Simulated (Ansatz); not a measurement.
`C[Se]C(C)=O`. Total charge 0; spin multiplicity 1. Geometry: relaxed with PBE0-D4/def2-TZVP. It is one conformer, not always the lowest.

```xyz
11

C     0.618    1.411    0.870
Se    1.385    0.745   -0.788
C     0.260   -0.782   -1.189
C    -0.857   -1.101   -0.239
O     0.500   -1.409   -2.179
H     1.213    2.283    1.140
H    -0.416    1.717    0.728
H     0.696    0.669    1.663
H    -0.466   -1.291    0.763
H    -1.550   -0.260   -0.167
H    -1.383   -1.982   -0.603
```

What is the dipole moment at B3LYP/def2-TZVPP? (Best estimate.)

Computed: 3.94 D, with components (-1.63, 1.27, 3.35) D in this frame, pointing from negative to positive charge.

And with PBE, r2SCAN, ωB97M-V? (An estimate is asked.)

The calculation gave: PBE 3.79 D, r2SCAN 3.97 D, ωB97M-V 3.94 D.

Give the Mulliken charges with B3LYP, r2SCAN, PBE in def2-TZVPP. (An estimate is asked.)

Computed: 
| atom | B3LYP | r2SCAN | PBE |
| --- | --- | --- | --- |
| C1 | -0.39 | -0.27 | -0.38 |
| Se2 | 0.06 | 0.02 | 0.04 |
| C3 | 0.12 | 0.16 | 0.09 |
| C4 | -0.24 | -0.13 | -0.22 |
| O5 | -0.26 | -0.29 | -0.22 |
| H6 | 0.14 | 0.10 | 0.14 |
| H7 | 0.13 | 0.10 | 0.13 |
| H8 | 0.13 | 0.10 | 0.13 |
| H9 | 0.10 | 0.07 | 0.10 |
| H10 | 0.10 | 0.07 | 0.10 |
| H11 | 0.11 | 0.08 | 0.11 |

B3LYP here is the variant with VWN-RPA as its local correlation; programs differ in this.
